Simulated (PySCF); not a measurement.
An unknown is described by computed data only.

Elements present: B, C, H, O and P. Monoisotopic mass: 88.0421 u.

| Item | Value |
| --- | --- |
| UV, first state | lowest singlet excitation: 4.98 eV (249 nm, f = 0.305) [TDDFT CAM-B3LYP/def2-SVPD] |
| Rotational structure | rotational constants A, B, C: 17.920, 1.560, 1.472 GHz [PBE0-D3(BJ)/def2-SVP] |
| NMR, other nuclei | isotropic shieldings of nuclei other than C and H, by class: 35 (1 B), 54 (1 B), 140 (1 O), 359 (1 P) ppm [GIAO KT2/pcSseg-2] |
| Triplet | lowest triplet excitation (Tamm–Dancoff): 3.50 eV [TDA CAM-B3LYP/def2-SVPD] |
| 13C NMR | chemical shifts (computed TMS as zero) by class: 66.2 (1 C) ppm [GIAO KT2/pcSseg-2] |
| Polarisability | 79.6 au [CAM-B3LYP/def2-SVPD] |
| Valence photoelectron | vertical ionisation energy: 9.00 eV [ΔSCF CAM-B3LYP/def2-SVPD] |
| Dipole | 2.55 D [CAM-B3LYP/def2-SVPD] |

Gas-phase values; electronic properties from PySCF, density fitting. Levels stand in brackets. Isolated species at its PBE0-D3(BJ)/def2-SVP geometry (one conformer only). NMR classes are plain means over equivalent atoms (diastereotopic ones count apart unless rotation or inversion swaps them), as if these changed places fast.

Task: Which formula fits the mass and the elements?

Result: CH7B2OP (calculated 88.0421). No other formula that holds each of these elements comes within 0.0003 u with a fitting electron parity and a possible valence count.

Task: Give a SMILES that accounts for the data.

Result: Numbering: `[BH2:1][PH:2][BH:3][O:4][CH3:5]`. The one carbon: methoxy carbon [C5] (66.2 ppm). The other shieldings belong to: 35 ppm, three-coordinate boron [B1]; 54 ppm, three-coordinate boron [B3]; 140 ppm, boron-bound oxygen [O4]; 359 ppm, three-coordinate phosphorus [P2]. S1 is mainly HOMO→LUMO (weight 0.94); the largest Löwdin shares of the orbital it empties are 0.55 on the three-coordinate phosphorus, 0.18 on a three-coordinate boron, 0.11 on a three-coordinate boron and 0.06 on the boron-bound oxygen, of the orbital it fills 0.42 on a three-coordinate boron, 0.20 on the three-coordinate phosphorus, 0.13 on a three-coordinate boron and 0.08 on a B–H hydrogen. The optimised geometry has point group C1 and is an asymmetric top. Structure: `BPBOC`. The assignments are read from this structure; whether some other isomer fits the data as well wasn't checked.

Conformer computed: `[BH2:1][PH:2][BH:3][O:4][CH3:5]`: B1–P2–B3–O4 -152°, P2–B3–O4–C5 -178°.
